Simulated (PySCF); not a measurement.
**CsSr⁻: from constants to spectrum**

RHF-CCSD(T) constants of CsSr⁻, ¹Σ⁺ (singlet), closed shell (basis Cs def2-SVPD with ECP46, Sr def2-SVPD with ECP28; scalar-relativistic core potentials; PySCF 2.14; masses 132.9054 and 87.9056 u):

| Property | Result |
| --- | --- |
| ωe | 30.8 cm⁻¹ |
| ωexe | 0.118 cm⁻¹ |
| Be | 0.011255 cm⁻¹ |
| αe | 4.74e-05 cm⁻¹ |
| D (centrifugal) | 6.01e-09 cm⁻¹ |
| De to Cs⁻ + Sr | 0.308 eV |

Question: Give the band origin of the fundamental and the first lines of its P and R branches.

Answer: ν0 = ωe − 2ωexe = 30.6 cm⁻¹, B0 = 0.011231, B1 = 0.011184 cm⁻¹.

| J″ | P(J″) − ν0 | R(J″) − ν0 |
| --- | --- | --- |
| 0 |  | 0.022 |
| 1 | -0.022 | 0.045 |
| 2 | -0.045 | 0.067 |
| 3 | -0.068 | 0.089 |
| 4 | -0.090 | 0.111 |
| 5 | -0.113 | 0.133 |
| 6 | -0.136 | 0.155 |

Question: Near which J would the R branch turn back, without centrifugal distortion?

Answer: At J ≈ (B0 + B1)/(2(B0 − B1)) − 1 ≈ 240.

Correlated steps freeze no core orbitals. The bond is weak. Basis-set superposition, not corrected here, can be much of De in a small basis, most of all at correlated wavefunction levels. Spin–orbit coupling is left out. For an ion De counts to the pair picked by the measured ionisation energies or electron affinities, which need not be the lowest pair at this level. The CCSD T1 diagnostic is raised, a sign that a single reference may not be enough here.
